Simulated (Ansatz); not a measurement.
Geometry optimisation, RHF/def2-SVP in Ansatz 0.2.0.

The input (input.yaml):

```yaml
crystal:
  periodic: [false, false, false]
  atoms:
    - { symbol: Hf, position_ang: [0.155383, -0.475168, -0.800437] }
    - { symbol: O, position_ang: [0.332215, 0.130245, 2.401414] }
    - { symbol: H, position_ang: [-0.392025, 0.36725, 2.96127] }
    - { symbol: "N", position_ang: [2.108549, 0.100809, -0.935581] }
    - { symbol: H, position_ang: [2.902928, -0.514685, -0.978461] }
    - { symbol: H, position_ang: [2.446288, 1.04798, -0.925746] }
    - { symbol: "N", position_ang: [-1.014107, 1.157134, -0.419095] }
    - { symbol: H, position_ang: [-1.66851, 1.585309, -1.051845] }
    - { symbol: H, position_ang: [-1.019114, 1.661755, 0.450478] }
    - { symbol: Cl, position_ang: [-0.607883, -1.295768, -2.946241] }
    - { symbol: O, position_ang: [-0.016348, -2.075965, 0.442283] }
    - { symbol: Al, position_ang: [-0.2379, -3.715868, 0.8248] }
    - { symbol: H, position_ang: [0.64773, -4.80946, 0.114875] }
    - { symbol: H, position_ang: [-1.309829, -4.088678, 1.926121] }
    - { symbol: H, position_ang: [0.235422, -0.822587, 2.244864] }
basis:
  gaussian: { orbitals: def2-SVP }
hamiltonian:
  xc: hf
relax:
  f_tol: 0.03
  max_steps: 50
```

Run as:

```bash
$ ansatz run input.yaml --threads 4 --pin off --max-ram 5120MiB --backend cpu --events-out ev --progress --plain --runs-dir out
```

Question: Where does it end, and by what steps?

Answer: The forces met the threshold. The force dipped under the threshold on the way, but the program's further checks kept it going. After 32 steps the energy has fallen by 0.414 eV; H3 moved furthest, 1.78 Å. Joined: Hf1–O2 (3.26 → 2.40 Å).

```
step  energy less start (eV)  largest force component (eV/Å)  accepted
   0                  0.0000                           1.210       yes
   2                 -0.0860                           1.585       yes
   4                 -0.2593                           1.359       yes
   6                 -0.3187                           0.301       yes
   8                 -0.3367                           0.149       yes
  10                 -0.3447                           0.216       yes
  12                 -0.3533                           0.183       yes
  14                 -0.3610                           0.626       yes
  16                 -0.3091                           1.668        no
  18                 -0.4036                           0.086       yes
  20                 -0.4081                           0.133       yes
  22                 -0.4075                           0.161        no
  24                 -0.4118                           0.173       yes
  26                 -0.4129                           0.020       yes
  28                 -0.4134                           0.043       yes
  30                 -0.4138                           0.015       yes
  32                 -0.4141                           0.025       yes
```

```xyz
15
Properties=species:S:1:pos:R:3
Hf 0.125 -0.466 -0.378
O 0.337 0.215 1.919
H 1.147 0.669 2.109
N 2.068 0.224 -0.569
H 2.885 -0.363 -0.621
H 2.336 1.146 -0.866
N -1.273 1.052 -0.325
H -1.841 1.321 -1.110
H -1.577 1.565 0.483
Cl -0.451 -1.373 -2.577
O -0.043 -2.170 0.628
Al -0.392 -3.831 0.678
H 0.712 -4.863 0.223
H -1.780 -4.306 1.262
H 0.310 -0.569 2.454
```

Whether the end is a true minimum wasn't checked by a vibrational analysis.

Time of the run: 90 s on 4 threads of Arm Neoverse V2, on a shared host, peak memory 0.51 GiB.
